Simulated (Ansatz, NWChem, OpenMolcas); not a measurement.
# Abstraction of H: InH2(NH2) + CN → InH(NH2) + HNC

Species: InH2(NH2), singlet; CN, doublet; InH(NH2), doublet; HNC `[C-]#[NH+]`, singlet. A radical takes H: the energy is the difference in strength between the In–H bond broken and the N–H bond made.

Shapes, held fixed at every level: PBE0-D4/def2-TZVP. Flexible molecules stand in one conformer, not always the lowest. Programs: Ansatz 0.2.0, NWChem 7.3.0, OpenMolcas 26.06. A level may come from different programs for different species; with the same settings they agree closely. The zero-point and thermal change to 298 K, harmonic and unscaled (PBE0-D4/def2-TZVP), is +8.7 kJ/mol.

```tsv
level	kind	ΔH(298 K) (kJ/mol)
HF/def2-SVP	Hartree–Fock	-170.0
HF/def2-TZVPP	Hartree–Fock	-170.2
PBE-D4/def2-TZVPP	GGA	-170.2
B3LYP-D4/def2-TZVPP	global hybrid	-185.1
PBE0-D4/def2-TZVPP	global hybrid	-184.6
wB97M-V/def2-TZVPP	range-separated hybrid	-195.7
B2PLYP/def2-TZVPP	double hybrid	-174.9
```

B2PLYP/def2-TZVPP gives ΔH(298 K) = -174.9 kJ/mol; the levels span -195.7 to -170.0. The median of the levels is -174.9. No measured value is set beside it here. Spin contamination: CN (⟨S²⟩ up to 1.13). Open shells run unrestricted unless RO is named. For atoms past krypton def2 sets carry core potentials with scalar relativity. Correlated rows may include outer-core shells of In, which these sets cover unevenly.
